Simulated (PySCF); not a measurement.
H2Sb, multiplicity 2. Atoms are numbered in the order given.

```xyz
3

Sb     0.0000     0.0000     0.0463
H      0.0000    -1.2181    -1.1800
H      0.0000     1.2181    -1.1800
```
Charge 0, spin multiplicity 2.

Geometry optimised at PBE-D3(BJ)/def2-TZVPD. The isomer is the one that the SMILES or the coordinates give; other isomers of the formula were not compared. The def2 effective core potentials stand for the cores of Sb; spin–orbit coupling is left out.

Level of theory: PBE/def2-TZVPD run with PySCF.

Mulliken values depend strongly on the basis, most of all with diffuse functions as here. ESP charges are fitted to the potential on shells at 1.4 to 2.0 van der Waals radii. Atomic charges (e):

```json
[
 {"atom": "Sb1", "ESP fit": "…", "Mulliken": "-0.02", "Mulliken spin": "1.10"},
 {"atom": "H2", "ESP fit": "…", "Mulliken": "0.01", "Mulliken spin": "-0.05"},
 {"atom": "H3", "ESP fit": "…", "Mulliken": "0.01", "Mulliken spin": "-0.05"}
]
```

**Question.** Some entries are withheld; supply them. (An estimate is asked for; the answer gives what the named calculation found.)

**Answer.** 
- Sb1, ESP fit: 0.05
- H2, ESP fit: -0.03
- H3, ESP fit: -0.03
